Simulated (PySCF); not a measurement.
Computed shifts of a molecule C₂H₇NSi, PBE0/pcSseg-1 in PySCF, GIAO, gas phase, atoms alike by connectivity averaged where their shifts nearly agree, in ppm (number of nuclei): ¹³C: 41.9 (2). ¹⁵N: 37.7 (1). ²⁹Si: -22.9 (1). ¹H: 5.13 (2), 3.47 (2), 3.20 (2), 0.60 (1). References: ¹³C against TMS (σ = 186.3 ppm); ¹⁵N against NH3 (σ = 267.4 ppm); ²⁹Si against TMS (σ = 352.7 ppm); ¹H against TMS (σ = 31.56 ppm), references at their B3LYP-D3(BJ)/def2-TZVP geometries, non-relativistic. Geometry optimised at PBE0-D3(BJ)/def2-SVP. Other conformers were not sampled.

Problem. Which molecule gave these data?
A) C/N=C\[SiH3]
B) C=C[SiH2]N
C) CN(C)[SiH]
D) C1NC[SiH2]1

Solution. D, C1NC[SiH2]1
